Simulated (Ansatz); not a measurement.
# C2H3I (vinyl iodide): entropy by statistical mechanics

A singlet with charge 0, relaxed at PBE/def2-SVP (core potential) (Ansatz 0.2.0):

```xyz
6

C    -0.6337    0.0682   -0.4665
C     0.3767    0.1515    0.4077
I     1.8782   -1.3184    0.6244
H    -0.7665   -0.7829   -1.1517
H    -1.3744    0.8844   -0.5117
H     0.5197    0.9971    1.0977
```

Harmonic wavenumbers in cm⁻¹: 301, 526, 539, 877, 934, 950, 1198, 1330, 1611, 3072, 3141, 3177.

Masses in u: C 12.011, I 126.904, H 1.008. Take T = 298.15 K, p = 1 bar, R = 8.3145 J/(mol K), kT/hc = 207.22 cm⁻¹, rigid rotor and harmonic oscillator.

Question: Work out S° at 298 K.

Answer: 
1. Translation (Sackur–Tetrode): S = R[3/2 ln M + 5/2 ln T − 1.1517] with M = 153.95 gives 171.7 J/(mol K).
2. Rotation: principal moments 9.590, 159.792, 169.382 u Å² give A, B, C = 1.7579, 0.1055, 0.0995 cm⁻¹; the symmetry number is σ = 1; q = (√π/σ)√((kT/hc)³/ABC) = 38921; S = R(ln q + 3/2) = 100.3.
3. Vibration: with u = ν̃/207.22, each mode gives R[u/(eᵘ − 1) − ln(1 − e⁻ᵘ)]; the sum is 12.7, most from 301 cm⁻¹ (5.9), 526 cm⁻¹ (2.5), 539 cm⁻¹ (2.4).
4. Spin: R ln 1 = 0.0.
5. Sum: 171.7 + 100.3 + 12.7 + 0.0 = 284.7 J/(mol K).

The tabulated value is 285.0 J/(mol K) (CRC Handbook of Chemistry and Physics): the model is off by -0.3.
